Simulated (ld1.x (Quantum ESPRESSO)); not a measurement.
Varying the TM potential for rhenium (Re)

Base potential:

```
Element                 : Re (Z = 75)
Generator               : ld1.x (Quantum ESPRESSO) 7.5
Type                    : norm-conserving Troullier–Martins (Kleinman–Bylander form)
Functional              : PBE
Relativity              : scalar-relativistic
Frozen core             : [Kr] 4d10 4f14
Valence charge          : 15
Reference configuration : 5s2 5p6 5d5 6s1 6p0 (charge +1)
Partial waves           : 5p (bound): rc 1.25 bohr; 5d (bound): rc 1.50 bohr; 5s (bound): rc 1.10 bohr
Local potential         : the s channel
Core correction         : Bessel-smoothed model core inside 0.60 bohr
```

Occupied shells without a wave of their own: 6s. They enter only through the test configuration that unscreens the potential, and ld1.x also counts them in the model core charge.

All-electron outer shells of the reference configuration (PBE, scalar-relativistic, ld1.x):

```json
{"shell": "5s", "level (eV)": "-93.02", "outermost node (bohr)": "0.52", "outermost maximum (bohr)": "0.93"}
{"shell": "5p", "level (eV)": "-54.81", "outermost node (bohr)": "0.56", "outermost maximum (bohr)": "1.06"}
{"shell": "4f", "level (eV)": "-50.07", "outermost node (bohr)": "–", "outermost maximum (bohr)": "0.41"}
{"shell": "5d", "level (eV)": "-12.94", "outermost node (bohr)": "0.62", "outermost maximum (bohr)": "1.41"}
{"shell": "6s", "level (eV)": "-12.68", "outermost node (bohr)": "1.24", "outermost maximum (bohr)": "2.48"}
{"shell": "6p", "level (eV)": "-6.97", "outermost node (bohr)": "1.47", "outermost maximum (bohr)": "3.22"}
```

Cutoffs, loose and tight: the cutoffs (Ry, on a coarse ladder) from which the occupation-weighted sum of valence levels, in a spherical-Bessel basis at the reference potential, stays within 10 and 1 mRy of its value at 400 Ry. They do not see the model core or the augmentation charge, which bear on the density cutoff. Test errors are all-electron minus pseudo excitation energies from the reference, over the configurations 5s2 5p6 5d5 6s2 6p0; 5s2 5p6 5d5 6s0 6p0; 5s2 5p6 5d4 6s0 6p0; 5s2 5p6 5d5 6s1 6p1; 5s2 5p6 5d6 6s0 6p0; 5s2 5p6 5d3 6s0 6p0; 5s2 5p6 5d6 6s1 6p0. A dash means not determined; rows that change the core or the reference have their own tests. The largest error is taken over the tests solved by every variant that gives reliable tests at all: 5s2 5p6 5d3 6s0 6p0; 5s2 5p6 5d4 6s0 6p0; 5s2 5p6 5d5 6s0 6p0; 5s2 5p6 5d5 6s1 6p1; 5s2 5p6 5d6 6s0 6p0; 5s2 5p6 5d6 6s1 6p0.

With those shells counted twice in exchange and correlation these files are broken, and their errors move erratically; no question is asked of them.

A true bound ghost makes a file unfit for plane-wave use even where its test errors are small: the radial tests pick states by their node count and pass the ghost by.

| change | outcome | cutoff, loose | cutoff, tight | bound ghosts | largest test error (meV) |
| --- | --- | --- | --- | --- | --- |
| base | generated | 120 Ry | 200 Ry | none | -668 |
| wave 5d (bound): rc 1.50 bohr becomes 5d (bound): rc 0.98 bohr | generated | 300 Ry | over 300 Ry | d | -665 |
| wave 5d (bound): rc 1.50 bohr becomes 5d (bound): rc 1.14 bohr | generated | 140 Ry | 200 Ry | none | -665 |
| wave 5d (bound): rc 1.50 bohr becomes 5d (bound): rc 1.30 bohr | generated | 120 Ry | 200 Ry | none | -667 |
| wave 5d (bound): rc 1.50 bohr becomes 5d (bound): rc 1.38 bohr | generated | 120 Ry | 200 Ry | none | -668 |
| wave 5d (bound): rc 1.50 bohr becomes 5d (bound): rc 1.54 bohr | generated | 120 Ry | 200 Ry | none | -669 |
| wave 5d (bound): rc 1.50 bohr becomes 5d (bound): rc 1.72 bohr | generated | 120 Ry | 200 Ry | none | -669 |
| wave 5d (bound): rc 1.50 bohr becomes 5d (bound): rc 1.80 bohr | generated | 120 Ry | 200 Ry | none | -669 |
| wave 5d (bound): rc 1.50 bohr becomes 5d (bound): rc 1.96 bohr | generated | 120 Ry | 200 Ry | none | -670 |
| wave 5d (bound): rc 1.50 bohr becomes 5d (bound): rc 2.08 bohr | generated | 120 Ry | 200 Ry | none | -669 |
| wave 5d (bound): rc 1.50 bohr becomes 5d (bound): rc 2.28 bohr | generated | 120 Ry | 200 Ry | none | -663 |

Reading the sweep of the d radius (base included, trends over the rows without a ghost): The loose cutoff stays near 120 Ry. The median size of the test errors (rows with all tests solved) stays near 129.9 meV. Bound ghosts are found at 0.98 bohr.
